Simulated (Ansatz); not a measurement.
`O[CH2][SnH3]` + `C#CF` → `[F][SnH3]` + `C#CCO`  (formal exchange of groups at the Sn–C bond)

Gas-phase electronic energies from Ansatz, PBE0-D4/def2-TZVP geometries. CCSD(T)/CBS is the MP2 limit (def2-TZVPP, def2-QZVPP) plus CCSD(T) − MP2 in def2-TZVPP, frozen cores. This one scheme is used for every species. DFT in def2-TZVPP. def2 core potentials past Kr. For Sn outer-core shells are correlated without core-valence functions, which leaves a few kJ/mol of doubt a bond. One conformer a species, not always the lowest.

```
             level  ΔE (kJ/mol)
            PBE-D4       -192.3
              PBE0       -199.3
           r2SCANh       -207.3
RPA@PBE/def2-TZVPP       -198.4
       HF/def2-SVP       -215.9
      MP2/def2-SVP       -206.9
     CCSD/def2-SVP       -200.9
   CCSD/def2-TZVPP       -206.6
```

Task: What does CCSD(T)/CBS give? (An estimate is asked.)

Result: The calculation gave: -212.0 kJ/mol. The listed levels differ from it by 19.7, 12.7, 4.7, 13.6, -3.9, 5.1, 11.1, 5.4 kJ/mol.

Largest T1 diagnostic among the species: 0.014.

In def2-TZVPP, CCSD(T) changes the Hartree–Fock value by +22.9 kJ/mol (the triples alone add +2.3 kJ/mol) and MP2 by +16.2 kJ/mol. At CCSD(T), def2-SVP lies +14.0 kJ/mol from the extrapolated value and def2-TZVPP +7.7 kJ/mol.
